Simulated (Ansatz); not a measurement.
Cost and result for the atomization energy of H$_{4}$Se$_{2}$Si, SMILES `[SeH][SiH2][SeH]` (7 atoms, 6 bonds).

The species carries charge 0 and has multiplicity 1. Correlated methods include outer-core shells of Se, which these sets cover unevenly. Scalar relativity is left out up to krypton. All single points use the PBE0-D4/def2-TZVP geometry. It is one conformer, not always the lowest. Program: Ansatz. All runs use 4 threads of an Arm Neoverse V2 on a shared host. Times are those of one run each, without the atoms' runs, and a repeat can differ threefold. Electronic energies, without spin–orbit coupling; frozen cores. CCSD(T)/CBS adds CCSD(T) − MP2 in def2-TZVPP to the MP2 limit, and its time is that of the two runs behind it. T1 = 0.009. With those shells the extrapolation isn't a true limit. HSE06 is the plane-wave form, built on full-range PBE exchange.

CCSD(T)/CBS is a level of theory with its own doubt, some kJ/mol a heavy atom from the limit and from the frozen cores, so smaller differences don't rank the functionals.

```csv
level,functions,wall time,atomization (kcal/mol),difference from CCSD(T)/CBS,per bond
LDA (SPW92)/def2-TZVPP,194,0.75 s,516.9,57.6,9.6
BLYP-D4/def2-TZVPP,194,1.2 s,448.7,-10.6,-1.8
PBE-D4/def2-TZVPP (with forces),194,1.4 s,454.8,-4.5,-0.8
CAM-B3LYP-D4/def2-TZVPP,194,2.2 s,450.8,-8.5,-1.4
HSE06-D4/def2-TZVPP,194,2.3 s,450.5,-8.8,-1.5
CCSD(T)/def2-SVP,102,3.2 s,415.9,-43.4,-7.2
B2PLYP/def2-TZVPP,194,3.3 s,445.1,-14.2,-2.4
PBE-QIDH/def2-TZVPP,194,3.3 s,448.5,-10.8,-1.8
ωB97X-V/def2-TZVPP,194,5.5 s,458.4,-0.9,-0.2
B97M-V/def2-TZVPP,194,6 s,455.3,-4.0,-0.7
MP2/def2-QZVPP,368,11 s,451.5,-7.8,-1.3
CCSD(T)/def2-TZVPP,194,56 s,442.9,-16.4,-2.7
CCSD(T)/CBS(def2),–,67 s,459.3,0.0,0.0
```

In def2-TZVPP, CCSD(T) changes the Hartree–Fock value by +122.0 kcal/mol (the triples alone add +7.2 kcal/mol) and MP2 by +121.1 kcal/mol; breaking electron pairs costs correlation energy, which Hartree–Fock lacks. From PBE to PBE0 (25 % exact exchange), in def2-TZVPP and without D4, the atomization energy moves by −3.6 kcal/mol: exact exchange takes away binding that semilocal exchange gives to molecules. At CCSD(T), def2-SVP lies −43.4 kcal/mol from the extrapolated value and def2-TZVPP −16.4 kcal/mol: correlation converges slowly with the basis, and small sets miss more of it in the bonded molecule than in its fragments.
